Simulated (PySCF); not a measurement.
# Computed structure and properties of [Nd(PH3)]3+

System: [Nd(PH3)]3+ (singlet in the valence; each metal's 4f electrons, 3 of them, lie in its core potential, out of spins and levels); start: template (C3v). Method: PySCF 2.14.0, RKS PBE0, Nd lcecp-1-SVP with ECP49, P def2-SVP, H def2-SVP; non-relativistic Hamiltonian with scalar-relativistic core potentials where named; density fitting; no spin-orbit coupling.

Input of the relaxation:

```python
mol = gto.M(atom='''
Nd     0.00000     0.00000    -0.58534
P     -0.00000    -0.00000     2.37716
H      1.21001    -0.00000     3.12036
H     -0.60500     1.04790     3.12036
H     -0.60501    -1.04789     3.12036''',
    basis={'Nd': 'lcecp-1-SVP', 'P': 'def2-SVP', 'H': 'def2-SVP'},
    ecp={'Nd': 'lcecp-1-SVP'},
    charge=3, spin=0)
mf = dft.RKS(mol, xc='PBE0')
mf.grids.atom_grid = (50, 194)  # f atoms: unpruned, at least (60, 302)
mf = mf.density_fit()  # fitting sets: Nd AutoAux, P def2-universal-JKFIT, H def2-universal-JKFIT
mf.conv_tol = 1e-08; mf.max_cycle = 55
mf.kernel(dm0)  # dm0: converged density of the start geometry
# quasi-Newton relaxation in Cartesian coordinates to a largest gradient under 0.00045 Eh/bohr, steps kept in the point group
```

Run from Python with OMP_NUM_THREADS=2; the lines above give its settings. Where DIIS fails, smearing, a level shift and second-order steps follow.
It took 8.1 s on 2 threads of Arm Neoverse V2 (shared host), from the converged density of the start.

Course of the relaxation:

```
step  energy above end (eV)  largest force component within the symmetry (eV/Å)
   0                 0.2736                                               1.232
   1                 0.0605                                               0.985
   2                 0.0083                                               0.384
   3                 0.0012                                               0.095
   4                 0.0001                                               0.032
   5                 0.0001                                               0.026
   6                 0.0000                                               0.002
```

Relaxed geometry (C3v):

```xyz
5

Nd    0.0000    0.0000   -0.4649
P     0.0000    0.0000    2.5101
H     1.3271    0.0000    3.0359
H    -0.6635    1.1493    3.0359
H    -0.6636   -1.1493    3.0359
```

```
     contact      Å
Nd1–P2 (PH3)  2.975
```

On the finer grid (75, 302):

```yaml
HOMO: -23.91 eV
LUMO: -19.47 eV
Dipole_about_the_centre_of_mass: 2.09 D
Set_of_Mulliken_populations_of_Nd1_outside_the_core_potential: s 2.13, p 6.06, d 0.51, f 0.01
D3_BJ_dispersion_energy_not_in_the_energies: -0.141 eV
```

```json
{"atom": "Nd1", "Mulliken (e)": "2.30", "Löwdin (e)": "2.13", "spin (e)": "0.00"}
{"atom": "P2", "Mulliken (e)": "-0.04", "Löwdin (e)": "0.56", "spin (e)": "0.00"}
{"atom": "H3", "Mulliken (e)": "0.25", "Löwdin (e)": "0.11", "spin (e)": "0.00"}
{"atom": "H4", "Mulliken (e)": "0.25", "Löwdin (e)": "0.11", "spin (e)": "0.00"}
{"atom": "H5", "Mulliken (e)": "0.25", "Löwdin (e)": "0.11", "spin (e)": "0.00"}
```

The 4f levels lie in the core potential and are missing. Their spin isn't counted.

A rough frequency check found all modes real, so this is a minimum.

Taking off one PH3 (charge 0, singlet; the rest: singlet) in vacuum, both parts rigid, costs 5.35 eV; the small basis without counterpoise inflates it. Parting with an electron moved from the ligand to the metal can be far cheaper, even downhill.

Rigid scan of PH3 along the line from its metal:

| distance to P2 (Å) | energy (eV) |
| --- | --- |
| 2.68 | 0.288 |
| 2.78 | 0.114 |
| 2.88 | 0.025 |
| 2.98 | 0.000 |
| 3.08 | 0.020 |
| 3.18 | 0.073 |
| 3.38 | 0.237 |

One start shape was tried, so this needn't be the lowest isomer.

An lcecp potential fixes the number of 4f electrons, so in runs with it no electron can move into or out of that shell.
